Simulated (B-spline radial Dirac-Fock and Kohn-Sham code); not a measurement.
Dipole and non-dipole photoemission parameters of Tl²⁺ 3d5/2

System: thallium as Tl²⁺, [Xe] 4f14 5d10 6s1; threshold 2412.2 eV (orbital energy of the model). The computed values come from a radial atomic solver: Dirac-Hartree-Slater photoionisation with a Latter tail; cross sections with all multipoles, angular parameters from the dipole term and its interference with E2.

For linearly polarised light dσ/dΩ = σ/(4π) [1 + β P₂(cos θ) + (δ + γ cos²θ) sin θ cos φ], with θ from the polarisation vector and φ the angle between the beam and the projection of the electron momentum on the plane normal to the polarisation.

```
hν (eV)  σ (kb)      β      γ      δ
   4960    65.2  1.221  0.243  0.075
   5740    41.8  1.233  0.460  0.093
   6000    36.4  1.233  0.528  0.099
   6670    26.1  1.227  0.691  0.114
   7510    17.9  1.210  0.876  0.131
 8047.8    14.3  1.196  0.983  0.142
 9251.7       ?      ?      ?      ?
  11500    4.33  1.094  1.517  0.209
  12000    3.75  1.079  1.579  0.218
  12400    3.34  1.068  1.627  0.226
```

**Question.** Give the values at Ga Kα (9251.7 eV).

**Answer.** σ = 9.02 kb, β = 1.162, γ = 1.195, δ = 0.165.
